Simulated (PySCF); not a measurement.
Species: C6H4F3O (doublet state).
Z-matrix (Å and degrees, GFN2-xTB geometry), rows numbered from 1:
```
F 
C   1  1.3386
F   2  1.3429  1  106.52
F   2  1.3403  1  106.79  3  -113.50
C   2  1.5210  1  112.63  3   122.85
C   5  1.4928  2  110.29  1    60.66
C   6  1.4343  5  125.54  2   -88.45
C   7  1.3499  6  103.52  5   178.12
O   8  1.3173  7  113.70  6     0.21
C   9  1.3496  8  106.50  7    -0.48
H   5  1.0918  2  107.43  1  -178.46
H   5  1.0913  2  107.62  1   -60.57
H   7  1.0679  6  127.43  5    -1.26
H  10  1.0714  6  132.23  5     1.37
```

The geometry is computed with GFN2-xTB (gas phase). This method treats the open shell by occupation alone, without spin polarisation.

Take the most abundant isotopes and a rigid rotor. The values belong to one conformer with, in the numbering `[F:1][C:2]([F:3])([F:4])[CH2:5][c:6]1[cH:7][c:8][o:9][cH:10]1`, C2–C5–C6–C7 -88°.

(1) What are A, B and C (MHz)?

(2) Classify the top.

(3) Is it planar, by Δ = Ic − Ia − Ib?

(4) Give the other two planar moments, Paa and Pbb, and the rms extents of the mass along the axes.

(5) Where do the levels up to J = 5 lie, in MHz?

## Answers

(1) Ia = 153.80, Ib = 612.38, Ic = 653.06 u·Å²; 505379 MHz·u·Å²/I gives A = 3286, B = 825.3, C = 773.9 MHz.

(2) A near-prolate asymmetric top; Ray's κ = -0.959.

(3) Not planar: Δ = Ic − Ia − Ib = -113.12 u·Å². For a rigid frame Δ = −2 Σ m c², so Σ m c² = 56.56 u·Å² lies off the ab plane: 6.18 from hydrogen and 50.38 from heavier atoms. The atom farthest from that plane is 1.74 Å away.

(4) Paa = Σ m a² = (Ib + Ic − Ia)/2 = 555.82 and Pbb = Σ m b² = (Ia + Ic − Ib)/2 = 97.24 u·Å². With the mass M = 149.02 u, the rms extents √(P/M) along a, b and c are 1.93, 0.81, 0.62 Å.

(5) Above 0(0,0):
J = 1: 1(0,1) 1599, 1(1,1) 4060, 1(1,0) 4111
J = 2: 2(0,2) 4797, 2(1,2) 7207, 2(1,1) 7361, 2(2,1) 14743, 2(2,0) 14743
J = 3: 3(0,3) 9591, 3(1,3) 11926, 3(1,2) 12235, 3(2,2) 19540, 3(2,1) 19544, 3(3,1) 31972, 3(3,0) 31972
J = 4: 4(0,4) 15979, 4(1,4) 18219, 4(1,3) 18733, 4(2,3) 25936, 4(2,2) 25948, 4(3,2) 38370, 4(3,1) 38370, 4(4,1) 55773, 4(4,0) 55773
J = 5: 5(0,5) 23959, 5(1,5) 26082, 5(1,4) 26853, 5(2,4) 33930, 5(2,3) 33958, 5(3,3) 46369, 5(3,2) 46369, 5(4,2) 63770, 5(4,1) 63770, 5(5,1) 86145, 5(5,0) 86145
Those of J = 1 are B + C, A + C and A + B.

For this open shell read J as N, the rotation without spin; fine and hyperfine splittings come on top. No GFN2-xTB frequencies stand behind this structure, so it isn't proved a minimum. These are rigid-rotor constants of the computed structure; measured ground-state constants (B0) also hold zero-point vibration.
